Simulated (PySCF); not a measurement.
Species: C5H13FSSi.
Z-matrix (Å and degrees, GFN2-xTB geometry), rows numbered from 1:
```
C 
C   1  1.5150
S   2  1.8341  1  111.65
Si  3  2.1431  2  101.86  1    80.77
F   4  1.6202  3  107.80  2    -5.90
C   4  1.8978  3  111.20  2  -123.71
C   6  1.5274  4  111.05  3  -178.57
C   6  1.5278  4  111.51  3   -54.84
H   1  1.0882  2  109.79  3   174.97
H   1  1.0876  2  110.19  3    55.15
H   1  1.0873  2  110.69  3   -65.20
H   2  1.0890  1  111.12  3  -116.38
H   2  1.0878  1  111.84  3   121.20
H   4  1.4528  3  110.29  2   105.26
H   6  1.0979  4  108.44  3    63.44
H   7  1.0878  6  110.55  4    63.68
H   7  1.0888  6  110.48  4  -176.64
H   7  1.0874  6  110.93  4   -56.39
H   8  1.0879  6  110.50  4   -64.04
H   8  1.0877  6  110.74  4    55.91
H   8  1.0885  6  110.52  4   176.16
```

IAO charges (e) from the PBE0/pcSseg-1 density (PySCF), one withheld:

```tsv
atom	bonded to	charge
C1	C2 H9 H10 H11	-0.4181
C2	C1 S3 H12 H13	-0.3095
S3	C2 Si4	?
Si4	S3 F5 C6 H14	+1.1161
F5	Si4	-0.5381
C6	Si4 C7 C8 H15	-0.3863
C7	C6 H16 H17 H18	-0.4154
C8	C6 H19 H20 H21	-0.4162
H9	C1	+0.1446
H10	C1	+0.1468
H11	C1	+0.1485
H12	C2	+0.1612
H13	C2	+0.1545
H14	Si4	-0.1468
H15	C6	+0.1470
H16	C7	+0.1351
H17	C7	+0.1412
H18	C7	+0.1444
H19	C8	+0.1341
H20	C8	+0.1454
H21	C8	+0.1421
```

What is the charge on S3?

The charges add up to the total charge, 0. The others sum to +0.2306, which leaves -0.2306 e for S3 (sulfur bonded to C and Si); the computed value is -0.2308, the difference coming from rounding.

Add each hydrogen's charge to the atom that carries it.

C1 +0.0218, C2 +0.0062, Si4 +0.9693, C6 -0.2393, C7 +0.0053, C8 +0.0054. Atoms without hydrogen keep their charges.

Across which bond do the charges differ most?

Si4–F5: +1.1161 on Si4 against -0.5381 on F5, a difference of 1.6542 e. The lower charge is on the more electronegative element of the two (Pauling values: F 3.98, Si 1.90).

Take the bonds between elements whose Pauling electronegativities differ by more than 0.25. In how many does the more electronegative atom carry the lower charge?

In 16 of 16.

How much positive and how much negative charge does this set hold in all?

+2.8610 e on 13 atoms and -2.8612 e on 8.

The IAO scheme counts the electrons in orthogonalised intrinsic atomic orbitals, a minimal basis polarised so that it spans the occupied orbitals exactly. One conformer (not necessarily the lowest) at the GFN2-xTB geometry, without solvent, vibrations or thermal averaging.
